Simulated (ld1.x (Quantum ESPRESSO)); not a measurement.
Results of a calculation; reference values are marked as such.
# Hardness and transferability of assorted potentials

Generated with ld1.x 7.5 (TM, RRKJ, ultrasoft, PAW), atompaw 4.2 or ONCVPSP 4.0.1. The cutoff is in Ry: for ld1.x and atompaw files where the sum of valence levels is converged to 10 mRy in a Bessel basis, for ONCV files where the hardest occupied wave has 1 mHa per electron of residual kinetic energy. The error is the largest all-electron minus pseudo excitation energy over each file’s own four to seven test configurations (ionisations up to +4, promotions, holes and added fractions of an electron), all of which were solved. The labels leave out finer settings (local radius, basis sizes, second energies), which also bear on the numbers. Spin-polarised tests are not counted. The rows are a selection from randomly drawn settings: files with unsolved tests, undetermined cutoffs or missed reference levels are left out.

| element | potential | cutoff (Ry) | largest error (meV) | bound ghosts |
| --- | --- | --- | --- | --- |
| V | TM semilocal, PBE, scalar-relativistic, rc 1.85/1.85/1.65 (spd), local p, core correction yes, reference 3s2 3p6 3d2 4s0 4p0 | 80 | +2569 | none |
| V | RRKJ, LDA (PZ), scalar-relativistic, rc 1.60/0.90/1.60 (spd), local s, core correction yes, reference 3s2 3p6 3d3 4s0 4p0 | 160 | +2899 | none |
| As | TM, PBE, scalar-relativistic, rc 1.65/1.50 (sp), local smoothed, core correction yes, reference 4s2 4p3 | 40 | -270 | none |
| Nb | TM semilocal, PBE, scalar-relativistic, rc 1.75/1.55/2.50 (spd), local d, core correction yes, reference 4s2 4p6 4d2 5s0 5p0 | 50 | +1092 | none |

Task: Fill in the row for Hg: PAW, PBEsol, scalar-relativistic, rc 2.35/3.40/1.50 (spd), local smoothed, core correction yes, reference 5d10 6s2 6p0.

Result: cutoff 50 Ry, largest error -92 meV, bound ghosts: none.

Task: Fill in the row for B: TM, PBE, scalar-relativistic, rc 1.50/2.50/2.00 (spd), local smoothed, core correction yes, reference 2s2 2p0.

Result: cutoff 21 Ry, largest error +95 meV, bound ghosts: none.

Task: Fill in the row for Pb: PAW, LDA (PZ), scalar-relativistic, rc 2.20/2.55/1.55 (spd), local smoothed, core correction yes, reference 5d10 6s2 6p0.

Result: cutoff 50 Ry, largest error -45 meV, bound ghosts: none.
